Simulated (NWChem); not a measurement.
System: CH9NSi2; SMILES [SiH3]CN[SiH3]

Input file for NWChem:

```
start job
memory heap 200 mb stack 900 mb global 1100 mb
geometry units angstroms
  Si     0.125223    -2.197394    -0.110247
  C     -0.696444    -0.511874     0.181655
  N      0.294311     0.532621     0.358380
  Si     0.063736     2.185972    -0.113604
  H     -0.897426    -3.289371    -0.147238
  H      1.078458    -2.472395     1.011313
  H      0.890097    -2.192127    -1.392742
  H     -1.302821    -0.291398    -0.715282
  H     -1.424389    -0.585575     1.016592
  H      0.964051     0.347683     1.097575
  H     -1.004967     2.925425     0.641872
  H     -0.322035     2.228780    -1.557797
  H      1.361527     2.890418     0.106744
end
basis spherical
  * library 3-21g
end
dft
  xc hfexch
  iterations 150
end
driver
  maxiter 120
end
task dft optimize
```

The level has its own optimisation.

Q: Give the results of this calculation. (Hartree-Fock/3-21G.) Quantities: r C–Si (Å); r C–N (Å); r C–H (Å); r N–Si (Å); dipole (D).

A: 
```
Item        Result
----------  ------
r C–Si (Å)   1.927
r C–N (Å)    1.478
r C–H (Å)    1.087
r N–Si (Å)   1.748
dipole (D)    0.81
```
